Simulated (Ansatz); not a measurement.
Cost and result up the ladder for the cluster Cu12S (13 atoms). Total charge 0; singlet. Geometry: r2SCAN-D4/def2-SVP.

```xyz
13

S     0.4741    1.1497    2.6688
Cu   -2.7706   -1.3777   -1.4959
Cu    3.3960   -0.7600   -0.2271
Cu    1.5507   -2.0161    0.5744
Cu   -0.1265   -0.7603    1.6482
Cu    1.1615   -0.1431   -0.8113
Cu   -2.0344    2.0182   -0.8606
Cu    0.3243    1.9544   -1.6473
Cu   -2.1406   -0.0494    0.3423
Cu   -1.0027    0.0781   -1.7472
Cu    2.0687    0.2970    1.3662
Cu   -0.2552    1.4710    0.5904
Cu   -0.6454   -1.8620   -0.4009
```

Ansatz on 2 threads of AMD EPYC 7R13 on a shared host and a share (18 GiB) of an NVIDIA H100 80GB HBM3. Times are rough, and most runs start from the orbitals of an earlier one. No level here is sound enough to serve as a yardstick. Binding counts from free atoms at the same level (S triplet, Cu doublet; other spins of the atoms weren't run), without zero-point energy or a counterpoise term.

B3LYP takes the VWN-RPA correlation. Correlated methods freeze 113 core orbitals. The rows differ in basis, and correlated rows in double-zeta sets carry the largest basis error. Single mean-field runs in def2-TZVP are fitted with def2-universal-jkfit. No other spin state of charge 0 was run. Another isomer (singlet) lies 0.34 eV lower at PBE0-D4/def2-TZVP; other spin states weren't run for this one.

Run but left out: MP2/def2-SVP (restricted singlet, unstable towards broken spin symmetry).

Correlated methods converge slowly with the basis, most of all in double-zeta sets.

| level | functions | wall time |
| --- | --- | --- |
| PBE-D4/def2-TZVP (with forces) | 577 | 8 s |
| PBE-D4/def2-SVP | 390 | 10 s |
| B3LYP-D4/def2-TZVP | 577 | 11 s |
| r2SCAN-D4/def2-TZVP | 577 | 11 s |
| PBE0-D4/def2-SVP | 390 | 11 s |
| RPA@PBE/def2-SVP | 390 | 12 s |
| PBE0-D4/def2-TZVP | 577 | 14 s |

Estimate what each level gives for the binding energy per atom (eV).


```
                         level  binding energy per atom (eV)                        remarks
PBE-D4/def2-TZVP (with forces)                          2.48  restricted SCF unstable in HF
               PBE-D4/def2-SVP                          3.10                              –
            B3LYP-D4/def2-TZVP                          2.05  restricted SCF unstable in HF
           r2SCAN-D4/def2-TZVP                          2.52  restricted SCF unstable in HF
              PBE0-D4/def2-SVP                          2.59  restricted SCF unstable in HF
              RPA@PBE/def2-SVP                          1.99                              –
             PBE0-D4/def2-TZVP                          2.13  restricted SCF unstable in HF
```
